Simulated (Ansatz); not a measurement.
Ansatz (a program for electronic structure) input (B3LYP-D3(BJ)/def2-TZVP):

Ansatz 0.2 input:
```yaml
crystal:
  periodic: [false, false, false]
  atoms:
    - {symbol: Sn, position_ang: [-0.00000000, -0.00000000, -1.41351307]}
    - {symbol: I, position_ang: [0.00000000, 0.00000000, 1.33350289]}
basis:
  gaussian:
    orbitals: def2-TZVP
hamiltonian:
  xc: b3lyp
  dispersion: d3bj
magnetization: {spin_polarized: true, initial_magnetization: 1}
phonons: {temperatures: {t_min: 298.15, t_max: 298.15, t_step: 100}}
```

Output:

```
Functional definition: B3LYP
integrals: 0.03 GiB planned
843 factors; their error is unknown
mean field: 0.42 GiB planned
mean field evaluation 1: about -13937.4297 eV, gradient 6.9e0 eV
mean field evaluation 2: about -13936.5457 eV, gradient 1.3e1 eV
mean field evaluation 4: about -13937.8168 eV, gradient 9.3e-1 eV
mean field evaluation 8: about -13938.1119 eV, gradient 4.2e-1 eV
mean field evaluation 16: about -13938.1121 eV, gradient 5.8e-5 eV
mean field -13938.11209931 eV, -512.2161720580 hartree, gradient 5.8e-5 eV, S^2 0.752597; 1 other end points of the search recorded, 0 dependent functions left out
the calculation of the forces begins
reference -13938.11228233 eV, -512.2161787836 hartree; 24, 23 occupied and 76, 77 virtual orbitals, 843 factors
these checks for a lower state are left out or cut short: stability, starts, cluster_reference, orbital_swaps, neighbouring_geometries, increment
integrals: 0.03 GiB planned
843 factors; their error is unknown
mean field: 0.42 GiB planned
mean field evaluation 32: about -13938.1121 eV, gradient 8.7e-4 eV
mean field -13938.11209932 eV, -512.2161720583 hartree, gradient 2.8e-6 eV, S^2 0.752598; 0 other end points of the search recorded, 0 dependent functions left out
the calculation of the forces begins
reference -13938.11228233 eV, -512.2161787839 hartree; 24, 23 occupied and 76, 77 virtual orbitals, 843 factors
these checks for a lower state are left out or cut short: stability, starts, cluster_reference, orbital_swaps, neighbouring_geometries, increment
integrals: 0.03 GiB planned
843 factors; their error is unknown
mean field: 0.42 GiB planned
mean field -13938.11209932 eV, -512.2161720583 hartree, gradient 2.8e-6 eV, S^2 0.752598; 0 other end points of the search recorded, 0 dependent functions left out
the calculation of the forces begins
reference -13938.11228233 eV, -512.2161787839 hartree; 24, 23 occupied and 76, 77 virtual orbitals, 843 factors
these checks for a lower state are left out or cut short: stability, starts, cluster_reference, orbital_swaps, neighbouring_geometries, increment
integrals: 0.03 GiB planned
843 factors; their error is unknown
mean field: 0.42 GiB planned
mean field -13938.11209932 eV, -512.2161720583 hartree, gradient 2.7e-6 eV, S^2 0.752598; 0 other end points of the search recorded, 0 dependent functions left out
the calculation of the forces begins
reference -13938.11228233 eV, -512.2161787839 hartree; 24, 23 occupied and 76, 77 virtual orbitals, 843 factors
these checks for a lower state are left out or cut short: stability, starts, cluster_reference, orbital_swaps, neighbouring_geometries, increment
integrals: 0.03 GiB planned
843 factors; their error is unknown
mean field: 0.42 GiB planned
mean field -13938.11209932 eV, -512.2161720583 hartree, gradient 2.7e-6 eV, S^2 0.752598; 0 other end points of the search recorded, 0 dependent functions left out
the calculation of the forces begins
reference -13938.11228233 eV, -512.2161787839 hartree; 24, 23 occupied and 76, 77 virtual orbitals, 843 factors
these checks for a lower state are left out or cut short: stability, starts, cluster_reference, orbital_swaps, neighbouring_geometries, increment
integrals: 0.03 GiB planned
843 factors; their error is unknown
mean field: 0.42 GiB planned
mean field evaluation 64: about -13938.1121 eV, gradient 8.7e-4 eV
mean field -13938.11205614 eV, -512.2161704716 hartree, gradient 2.7e-6 eV, S^2 0.752596; 0 other end points of the search recorded, 0 dependent functions left out
the calculation of the forces begins
reference -13938.11223913 eV, -512.2161771960 hartree; 24, 23 occupied and 76, 77 virtual orbitals, 843 factors
these checks for a lower state are left out or cut short: stability, starts, cluster_reference, orbital_swaps, neighbouring_geometries, increment
integrals: 0.03 GiB planned
843 factors; their error is unknown
mean field: 0.42 GiB planned
mean field -13938.11209305 eV, -512.2161718277 hartree, gradient 2.8e-6 eV, S^2 0.752599; 0 other end points of the search recorded, 0 dependent functions left out
the calculation of the forces begins
reference -13938.11227609 eV, -512.2161785546 hartree; 24, 23 occupied and 76, 77 virtual orbitals, 843 factors
these checks for a lower state are left out or cut short: stability, starts, cluster_reference, orbital_swaps, neighbouring_geometries, increment
integrals: 0.03 GiB planned
843 factors; their error is unknown
mean field: 0.42 GiB planned
mean field -13938.11209932 eV, -512.2161720583 hartree, gradient 2.8e-6 eV, S^2 0.752598; 0 other end points of the search recorded, 0 dependent functions left out
the calculation of the forces begins
reference -13938.11228233 eV, -512.2161787839 hartree; 24, 23 occupied and 76, 77 virtual orbitals, 843 factors
these checks for a lower state are left out or cut short: stability, starts, cluster_reference, orbital_swaps, neighbouring_geometries, increment
integrals: 0.03 GiB planned
843 factors; their error is unknown
mean field: 0.42 GiB planned
mean field -13938.11209932 eV, -512.2161720583 hartree, gradient 2.8e-6 eV, S^2 0.752598; 0 other end points of the search recorded, 0 dependent functions left out
the calculation of the forces begins
reference -13938.11228233 eV, -512.2161787839 hartree; 24, 23 occupied and 76, 77 virtual orbitals, 843 factors
these checks for a lower state are left out or cut short: stability, starts, cluster_reference, orbital_swaps, neighbouring_geometries, increment
integrals: 0.03 GiB planned
843 factors; their error is unknown
mean field: 0.42 GiB planned
mean field evaluation 96: about -13938.1121 eV, gradient 8.7e-4 eV
mean field -13938.11209932 eV, -512.2161720583 hartree, gradient 2.7e-6 eV, S^2 0.752598; 0 other end points of the search recorded, 0 dependent functions left out
the calculation of the forces begins
reference -13938.11228233 eV, -512.2161787839 hartree; 24, 23 occupied and 76, 77 virtual orbitals, 843 factors
these checks for a lower state are left out or cut short: stability, starts, cluster_reference, orbital_swaps, neighbouring_geometries, increment
integrals: 0.03 GiB planned
843 factors; their error is unknown
mean field: 0.42 GiB planned
mean field -13938.11209932 eV, -512.2161720583 hartree, gradient 2.7e-6 eV, S^2 0.752598; 0 other end points of the search recorded, 0 dependent functions left out
the calculation of the forces begins
reference -13938.11228233 eV, -512.2161787839 hartree; 24, 23 occupied and 76, 77 virtual orbitals, 843 factors
these checks for a lower state are left out or cut short: stability, starts, cluster_reference, orbital_swaps, neighbouring_geometries, increment
integrals: 0.03 GiB planned
843 factors; their error is unknown
mean field: 0.42 GiB planned
mean field -13938.11209305 eV, -512.2161718277 hartree, gradient 2.8e-6 eV, S^2 0.752599; 0 other end points of the search recorded, 0 dependent functions left out
the calculation of the forces begins
reference -13938.11227609 eV, -512.2161785546 hartree; 24, 23 occupied and 76, 77 virtual orbitals, 843 factors
these checks for a lower state are left out or cut short: stability, starts, cluster_reference, orbital_swaps, neighbouring_geometries, increment
integrals: 0.03 GiB planned
843 factors; their error is unknown
mean field: 0.42 GiB planned
mean field -13938.11205614 eV, -512.2161704716 hartree, gradient 2.7e-6 eV, S^2 0.752596; 0 other end points of the search recorded, 0 dependent functions left out
the calculation of the forces begins
reference -13938.11223913 eV, -512.2161771960 hartree; 24, 23 occupied and 76, 77 virtual orbitals, 843 factors
Total energy: -13938.22795954 eV, -512.2204298429 hartree
Atom 0 at    -0.000000    -0.000000    -1.413513 Å, force     0.000000    -0.000000     0.000040 eV/Å
Atom 1 at     0.000000     0.000000     1.333503 Å, force    -0.000000     0.000000    -0.000040 eV/Å
Dipole moment:    -0.000000     0.000000    -0.493377 e Å
Vibrations: 187.60 cm⁻¹, zero-point energy 0.011630 eV
```
